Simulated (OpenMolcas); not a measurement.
## Se+: effect of the active space

| Property | Result |
| --- | --- |
| Program | OpenMolcas 26.06 |
| Method | XMS-CASPT2 or its RAS form, IPEA 0.25 Eh, imaginary shift 0.1 Eh |
| Basis | ANO-RCC-VTZP |
| Scalar Hamiltonian | DKH2, point nucleus |
| Spin-orbit coupling | RASSI with atomic mean-field integrals over the reference wave functions, term energies averaged over their components |

A. 3 electrons in 3 orbitals (4p); 2S+1 = 4 odd, 1 root; 2S+1 = 2 odd, 8 roots; closed shells correlated: 3d 4s; CASPT2 step of the order of 0.9 core-seconds
B. 5 electrons in 8 orbitals (4s 4p 5s 5p); 2S+1 = 4 odd, 1 root; 2S+1 = 2 odd, 8 roots; 2S+1 = 4 even, 3 roots; 2S+1 = 2 even, 9 roots; closed shells correlated: 3d; CASPT2 step of the order of 9 core-seconds
C. 5 electrons in 9 orbitals (RAS2 4s 4p; RAS3 4d, at most 2 electrons); 2S+1 = 4 odd, 1 root; 2S+1 = 2 odd, 8 roots; 2S+1 = 4 even, 3 roots; 2S+1 = 2 even, 8 roots; closed shells correlated: 3d; CASPT2 step roughly 14 core-seconds

Energies in eV above 4s2 4p3 4S* 3/2, the measured ground level; measured values from NIST Handbook of Basic Atomic Spectroscopic Data.

```
          Level       A       B       C  Measured
4s2 4p3 4S* 3/2  0.0000  0.0000  0.0000    0.0000
4s2 4p3 2D* 3/2   1.705   1.780   1.752    1.6326
4s2 4p3 2D* 5/2   1.763   1.843   1.809    1.7090
4s2 4p3 2P* 1/2   2.965   3.001   3.017    2.8564
4s2 4p3 2P* 3/2   3.044   3.077   3.089    2.9626
```

Deviations, from unrounded energies. A percentage is the sum of absolute deviations over the sum of measured energies, with the sign that they share, or ± where signs differ.

| Against measurement | Levels | A | B | C |
| --- | --- | --- | --- | --- |
| mean absolute deviation (cm-1) | 4 | 640 | 1100 | 1000 |
| other terms of the ground configuration (%) | 4 | +3.4 | +5.9 | +5.5 |

A lies closest to measurement on these levels and B furthest from it. The largest miss of A in the table is 4s2 4p3 2P* 1/2, by +870 cm-1. The ranking rests on the paired levels alone, and a cruder setting can come out closer through cancelling errors.

The two smallest mean deviations differ by little beside CASPT2's spread within terms, so their order carries little weight.

Among A to C the level of the table that moves most is 4s2 4p3 2D* 5/2, by 650 cm-1 (lowest in A, highest in B). Moves below CASPT2's spread within the term are not significant.

Term energies are means over components that CASPT2 splits; among the terms shown or strongly mixed into the levels shown the widest spread is 1700 cm-1 (4s2 4p3 2D*, A). Over all roots computed the reference weight is 0.84 to 0.96 in B; the roots of lowest weight are the least certain, and an intruder state may touch them. With the s shell closed, the reference lacks s² → p² mixing (holds for A). Active for correlation alone: 5p 5s; no level in the range computed is led by a configuration that fills them, so any true level of that kind is missing (holds for B). The run also gave levels led by 4s2 4p2 4d, which use shells meant for correlation; these and all levels above them are left out (holds for C). Measured partners are found by configuration, term and J. A level has none where our copy of the source lacks it or the pairing is in doubt (some pairs that miss far off the trend of their configuration count as doubtful), and it then counts in no deviation. Levels of configurations outside the active space are missing. Levels that lie high or do not pair safely by name in every column are left out.

* marks odd parity.
